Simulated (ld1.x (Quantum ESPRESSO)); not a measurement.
**Reading a pseudo-wave (N)**

Columns: radius, all-electron u(r) and pseudo u(r) of the 2s shell (level -68.07 eV) of nitrogen in the configuration [He] 2s2 2p0; BLYP, scalar-relativistic, ultrasoft scheme, ld1.x (Quantum ESPRESSO) 7.5.

```tsv
r (bohr)	all-electron	pseudo
0.108	0.4647	-0.0483
0.215	0.3072	-0.1314
0.322	-0.0257	-0.2681
0.430	-0.3624	-0.4527
0.538	-0.6344	-0.6528
0.645	-0.8250	-0.8258
0.752	-0.9413	-0.9413
0.860	-0.9942	-0.9942
0.968	-0.9970	-0.9970
1.075	-0.9640	-0.9640
1.182	-0.9075	-0.9075
1.290	-0.8361	-0.8361
1.398	-0.7576	-0.7576
1.505	-0.6780	-0.6780
1.612	-0.6002	-0.6002
1.720	-0.5258	-0.5258
1.828	-0.4572	-0.4572
1.935	-0.3954	-0.3954
2.042	-0.3400	-0.3400
2.150	-0.2905	-0.2905
2.258	-0.2471	-0.2471
2.365	-0.2097	-0.2097
2.472	-0.1772	-0.1772
2.580	-0.1490	-0.1490
2.688	-0.1249	-0.1249
2.795	-0.1044	-0.1044
```

Question: How many radial nodes do the two functions have?

Answer: The all-electron 2s function has n − l − 1 = 1; the pseudo-wave has 0, since the states of the same l below it are removed with the core.

Question: At about which radius was the pseudo-wave matched?

Answer: 0.70 bohr, where the columns begin to agree (steps of 0.11 bohr).

Question: Is the pseudo-wave norm-conserving?

Answer: No, it belongs to an ultrasoft set: the norm inside the radius is not constrained, and the difference is carried by the augmentation charge.
